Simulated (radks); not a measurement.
The numbers below are computed, except where a source is named.
Charge is removed step by step from the 4p down level of neutral palladium, starting from [Ar] 3d10 4s2 4p(up 3, down 3) 4d10. Code: a radial shooting solver on a logarithmic mesh with Libxc functionals. Model: scalar-relativistic Kohn-Sham, PBE, spin-polarised, spherical densities, finite nucleus; Fermi nuclear charge, rms radius 4.5318 fm.

removed (e)  E - E(0) (eV)  eigenvalue (eV)  E minus straight line (eV)
0                    0.000          -51.199                       0.000
0.1                  5.168          -52.238                      -0.521
0.2                 10.442          -53.320                      -0.936
0.3                 15.827          -54.442                      -1.240
0.4                 21.325          -55.600                      -1.431
0.5                 26.941          -56.792                      -1.504
0.6                 32.678          -58.015                      -1.457
0.7                 38.539          -59.269                      -1.285
0.8                 44.526          -60.550                      -0.987
0.9                 50.643          -61.857                      -0.560
1                   56.891          -63.189                       0.000

Removing the whole electron costs 56.891 eV by Delta-SCF, against 51.199 eV from minus the eigenvalue at the starting occupation. Slater's transition state (half an electron removed) gives 56.792 eV. Integrating minus the eigenvalue over the occupation (Janak's theorem) gives 56.925 eV. In this scalar-relativistic scheme the density is built from large components alone, so the theorem holds only approximately. The mean slope of the eigenvalue, de/dn, is 12.0 eV per electron.
